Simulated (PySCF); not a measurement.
C3H3F2NO.
Numbering: `[F:1][CH:2]([F:3])[O:4][C@@H:5]1[CH:6]=[N:7]1` (hydrogens: H8 on C2; H9 on C5; H10 on C6)

Vertical excitations from PySCF (density fitting, frozen core in the response, grid level 2 and gas phase unless stated; continuum runs use non-equilibrium linear response for the excitations) on a GFN2-xTB geometry. Reference run:

```
                              settings    S1, eV (f)    S2, eV (f)    S3, eV (f)    S4, eV (f)    S5, eV (f)    S6, eV (f)  T1, eV (Tamm–Dancoff)  mean α (au)
PBE0/def2-SVPD, full TDDFT, 6 singlets  5.00 (0.001)  6.68 (0.001)  7.82 (0.041)  8.20 (0.013)  8.30 (0.003)  8.38 (0.003)                   4.22         45.4
```

What do these settings give: KT3/def2-SVPD, fitting basis def2-qzvpp-jkfit, full TDDFT, 25 singlets?

```tsv
settings	S1, eV (f)	S2, eV (f)	S3, eV (f)	S4, eV (f)	S5, eV (f)	S6, eV (f)	T1, eV (Tamm–Dancoff)	mean α (au)
KT3/def2-SVPD, fitting basis def2-qzvpp-jkfit, full TDDFT, 25 singlets	4.85 (0.001)	5.60 (0.001)	6.68 (0.000)	7.22 (0.014)	7.26 (0.002)	7.34 (0.010)	–	47.1
```

S1 moves by -0.15 eV (KT3 has no exact exchange, PBE0 25 % exact exchange). States are counted by energy in each run and needn't keep their character from row to row.

KT3 was designed for NMR shieldings or shifts; total energies of different functionals aren't comparable.

Which orbital pairs make up S1 in each run, and how does it sit against the orbital gap?

```
                                                              settings  S1 configurations (weight)  S1 (eV)  orbital gap (eV)  S1 − gap (eV)
                                PBE0/def2-SVPD, full TDDFT, 6 singlets                    H→L 0.99     5.00              7.05          -2.05
KT3/def2-SVPD, fitting basis def2-qzvpp-jkfit, full TDDFT, 25 singlets                    H→L 0.99     4.85              4.64          +0.21
```

Shape of the structure used: `[F:1][CH:2]([F:3])[O:4][C@@H:5]1[CH:6]=[N:7]1`: F1–C2–O4–C5 -165°, C2–O4–C5–C6 125°.

One conformer stands for the species.
